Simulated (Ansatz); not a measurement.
Start from `BCN=C` and change one atom or group to get `C=NC`.

Ansatz, PBE0-D4/def2-TZVP geometries, multiplicity 1. Each molecule was computed in one conformer, which needn't be the lowest.

```
                               property  `BCN=C`
     LUMO energy (PBE0/def2-TZVPP) / eV    -1.42
HOMO–LUMO gap (ωB97M-V/def2-TZVPP) / eV    10.29
    HOMO energy (B3LYP/def2-TZVPP) / eV    -7.17
    HOMO–LUMO gap (PBE/def2-TZVPP) / eV     3.44
     HOMO energy (PBE0/def2-TZVPP) / eV    -7.39
      LUMO energy (PBE/def2-TZVPP) / eV    -2.49
```

Task: Give the same properties after the change, and the shifts. (Best estimate.)

Result: Computed: 
```csv
property,`C=NC`,shift
LUMO energy (PBE0/def2-TZVPP) / eV,-0.27,1.15
HOMO–LUMO gap (ωB97M-V/def2-TZVPP) / eV,11.70,1.41
HOMO energy (B3LYP/def2-TZVPP) / eV,-7.13,0.04
HOMO–LUMO gap (PBE/def2-TZVPP) / eV,4.44,1.00
HOMO energy (PBE0/def2-TZVPP) / eV,-7.35,0.04
LUMO energy (PBE/def2-TZVPP) / eV,-1.42,1.07
```

The zero-point energy changes by -25.8 kJ/mol with -6 modes.

B3LYP here is the variant with VWN-RPA as its local correlation; programs differ in this.
